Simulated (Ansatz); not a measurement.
Basis sets compared for the cluster Cd7⁺. Charge 1, multiplicity 2. Geometry PBE/def2-SVP. Ansatz on 4 threads of Arm Neoverse V2 on a shared host; times are rough, and most runs start from earlier orbitals.

```xyz
7

Cd   -3.574    1.397    1.029
Cd    0.727   -0.191    0.924
Cd   -1.241    0.808    3.105
Cd    3.117    0.760   -0.797
Cd    0.881   -0.546   -2.573
Cd   -1.646    0.519   -1.187
Cd    1.735   -2.747   -0.501
```

In the def2 sets Cd takes a core potential; there is no spin–orbit coupling. The structure comes from a short search, and lower isomers may exist.

| level | functions | energy (Eh) | HOMO (eV) | LUMO (eV) | wall time |
| --- | --- | --- | --- | --- | --- |
| PBE/def2-SVP | 217 | -1174.0448 | -7.43 | -7.22 | 11 s |
| PBE0/def2-SVP | 217 | -1173.9569 | -7.79 | -6.56 | 18 s |

**Question.** Estimate the rows for PBE/def2-TZVP (with forces), PBE0/def2-TZVP.

**Answer.** 
```csv
level,functions,energy (Eh),HOMO (eV),LUMO (eV),wall time
PBE/def2-TZVP (with forces),280,-1174.3436,-7.44,-7.22,14 s
PBE0/def2-TZVP,280,-1174.2451,-7.79,-6.55,29 s
```
